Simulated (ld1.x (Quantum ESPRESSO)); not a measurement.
**Reading a pseudo-wave (iron)**

Columns: radius, all-electron u(r) and pseudo u(r) of the 4p shell (level -7.41 eV) of iron in the configuration [Ar] 3d6 4s1 4p0; BLYP, scalar-relativistic, TM scheme, ld1.x (Quantum ESPRESSO) 7.5.

```csv
r (bohr),all-electron,pseudo
0.155,0.1367,0.0038
0.310,-0.0259,0.0150
0.465,-0.1878,0.0335
0.620,-0.2371,0.0591
0.775,-0.1973,0.0914
0.930,-0.1101,0.1298
1.085,-0.0050,0.1738
1.240,0.1012,0.2222
1.395,0.2002,0.2737
1.550,0.2880,0.3267
1.705,0.3633,0.3792
1.860,0.4258,0.4290
2.015,0.4763,0.4738
2.170,0.5155,0.5118
2.325,0.5446,0.5418
2.480,0.5646,0.5631
2.635,0.5767,0.5762
2.790,0.5819,0.5818
2.945,0.5812,0.5812
3.100,0.5756,0.5756
3.255,0.5658,0.5658
3.410,0.5526,0.5526
3.565,0.5366,0.5366
3.720,0.5185,0.5185
3.875,0.4988,0.4988
4.030,0.4779,0.4779
```

How many radial nodes do the two functions have?

The all-electron 4p function has n − l − 1 = 2; the pseudo-wave has 0, since the states of the same l below it are removed with the core.

At about which radius was the pseudo-wave matched?

3.10 bohr. The columns agree to 0.0005 from 2.63 bohr on; several derivatives are matched, so the curves merge somewhat inside the radius.

Where does each function peak?

Outermost all-electron maximum near 2.79 bohr, pseudo maximum near 2.79 bohr (to the table’s step).

Is the pseudo-wave norm-conserving?

Yes: the TM scheme keeps the norm inside the radius equal to the all-electron one, which fixes the energy derivative of the logarithmic derivative at the level.
